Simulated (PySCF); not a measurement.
Molecule: SMILES [S@@+](C)([AlH3-])CC#N, C3H8AlNS.

Molfile (atoms numbered from 1):
```
C3H8AlNS
     RDKit          3D

 14 13  0  0  0  0  0  0  0  0999 V2000
   -0.7181    1.5011    0.2447 C   0  0  0  0  0  0  0  0  0  0  0  0
   -0.0359    0.2903   -0.9071 S   0  0  0  0  0  0  0  0  0  0  0  0
    2.3155    0.1029   -0.1203 Al  0  0  0  0  0  4  0  0  0  0  0  0
   -0.6491   -1.2573   -0.1647 C   0  0  0  0  0  0  0  0  0  0  0  0
   -2.0974   -1.3458   -0.2159 C   0  0  0  0  0  0  0  0  0  0  0  0
   -3.2537   -1.3740   -0.2417 N   0  0  0  0  0  0  0  0  0  0  0  0
   -0.3835    2.4844   -0.1119 H   0  0  0  0  0  0  0  0  0  0  0  0
   -1.8157    1.4539    0.2196 H   0  0  0  0  0  0  0  0  0  0  0  0
   -0.3321    1.3238    1.2585 H   0  0  0  0  0  0  0  0  0  0  0  0
    2.6955   -1.1890   -0.9869 H   0  0  0  0  0  0  0  0  0  0  0  0
    1.9148   -0.1435    1.4191 H   0  0  0  0  0  0  0  0  0  0  0  0
    2.8327    1.5529   -0.5476 H   0  0  0  0  0  0  0  0  0  0  0  0
   -0.1867   -2.0725   -0.7424 H   0  0  0  0  0  0  0  0  0  0  0  0
   -0.2872   -1.3274    0.8744 H   0  0  0  0  0  0  0  0  0  0  0  0
  2  1  1  1
  2  3  1  0
  2  4  1  0
  4  5  1  0
  5  6  3  0
  1  7  1  0
  1  8  1  0
  1  9  1  0
  3 10  1  0
  3 11  1  0
  3 12  1  0
  4 13  1  0
  4 14  1  0
M  CHG  2   2   1   3  -1
M  END
```

Geometry PBE0-D3(BJ)/def2-SVP throughout; GIAO in PySCF, gas phase, one conformer, non-relativistic; equivalent atoms averaged; basis pcSseg-1.

Task: How do the absolute shieldings σ depend on the functional? (a selection of nuclei; ppm; last column core-seconds on shared hosts with different chips, so compare them loosely)

Result: 
```csv
functional,kind,C5,C4,C1,S2,Al3,N6,H10/H11/H12,H13,H7/H8/H9,core-s
HF,Hartree–Fock,66.8,171.7,172.4,598.1,457.6,-57.7,28.01,28.71,29.25,4.8
LDA,LDA,61.1,150.4,156.3,487.1,369.4,-58.8,26.37,27.54,28.43,12
PBE,GGA,65.9,151.0,156.1,496.3,395.4,-48.7,27.03,27.98,28.81,14
BLYP,GGA,62.3,146.0,150.8,470.9,393.0,-52.0,27.36,28.19,28.97,14
BP86,GGA,65.6,150.6,155.5,492.7,395.6,-47.8,27.11,28.03,28.85,14
OPBE,GGA,74.2,157.7,162.5,527.3,421.2,-34.9,27.20,27.99,28.84,15
KT2,GGA,76.9,154.3,159.5,523.5,413.0,-29.3,27.02,27.88,28.78,18
KT3,GGA,77.2,154.2,159.0,520.4,427.0,-27.0,27.48,28.09,28.94,18
B97-D,GGA,68.4,150.7,155.0,496.0,417.5,-38.6,27.52,28.19,28.97,16
B3LYP,global hybrid,62.4,152.1,156.1,500.3,404.8,-54.5,27.47,28.27,28.99,12
PBE0,global hybrid,65.9,158.0,162.1,531.0,411.2,-51.3,27.24,28.12,28.87,12
mPW1PW91,global hybrid,65.3,157.2,161.1,527.1,411.7,-52.1,27.33,28.18,28.91,12
WP04,global hybrid,58.2,143.7,147.5,458.8,420.7,-54.1,28.47,28.48,29.14,24
B97-2,global hybrid,68.0,157.3,161.1,528.6,421.8,-44.3,27.50,28.23,28.96,22
BHandHLYP,global hybrid,63.1,159.9,162.7,538.6,423.0,-57.1,27.67,28.40,29.04,22
CAM-B3LYP,range-separated hybrid,62.2,157.2,160.8,519.8,406.1,-54.1,27.42,28.32,28.96,31
wB97X-D,range-separated hybrid,64.7,159.0,162.6,531.3,415.3,-50.5,27.42,28.34,28.99,30
LC-wPBE,range-separated hybrid,64.9,165.4,168.6,555.6,415.7,-48.3,27.43,28.40,29.00,42
```

Task: Which nucleus among those listed moves most, in ppm?

Result: S2 (sulfur bonded to 2 C, Al): from 458.8 ppm with WP04 to 598.1 ppm with HF. The smallest spread is 0.82 ppm, at H7/H8/H9. Proton shifts span only some 12 ppm, so a few tenths of a ppm matter as much there as several ppm in carbon.
